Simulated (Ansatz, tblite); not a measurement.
Removing and adding an electron: the cluster PbI2. Charge 0, multiplicity 1. Geometry: PBE0-D4/def2-SVP. Ansatz, gas phase; energy differences of separate SCF runs; the oxidised species was run as a doublet alone; the reduced species was run as a doublet alone.

```
atom   x (Å)   y (Å)   z (Å)
 Pb1   0.664   0.873  -0.481
  I2  -0.528  -1.368  -1.723
  I3  -0.136   0.495   2.204
```

In the def2 sets I, Pb take a core potential; there is no spin–orbit coupling. The xTB rows come from tblite. HOMO above LUMO, or a gap near zero within one spin, warns that the state may not be the lowest or that an electron is smeared out. The structure comes from a short search, and lower isomers may exist.

```
               level  −HOMO (eV)  vertical IE (eV)  −LUMO (eV)  vertical EA (eV)  HOMO–LUMO gap (eV)  IE − EA (eV)                                     remarks
            GFN1-xTB        9.45             12.96        6.63              3.58                2.82          9.37                                           –
            GFN2-xTB       11.04             13.93        8.45              5.43                2.59          8.49                                           –
    PBE-D4/def2-TZVP        6.17              8.72        3.88                 –                2.29             –  gap within one spin near zero (+1 doublet)
   PBE-D4/def2-TZVPD        6.20                 –        3.90              1.64                2.29             –                HOMO above zero (-1 doublet)
 r2SCAN-D4/def2-TZVP        6.45              8.90        3.82                 –                2.63             –                                           –
r2SCAN-D4/def2-TZVPD        6.46                 –        3.83              1.81                2.64             –                HOMO above zero (-1 doublet)
   PBE0-D4/def2-TZVP        7.24              8.99        3.31                 –                3.92             –                                           –
  PBE0-D4/def2-TZVPD        7.25                 –        3.33              1.80                3.92             –                                           –
```

   A HOMO above zero means that the electron is unbound at that level or that self-interaction error raises the level; the energy of removing that electron tells which. Raw xTB energy differences between charge states are shifted by several eV; the methods need an empirical correction for them.
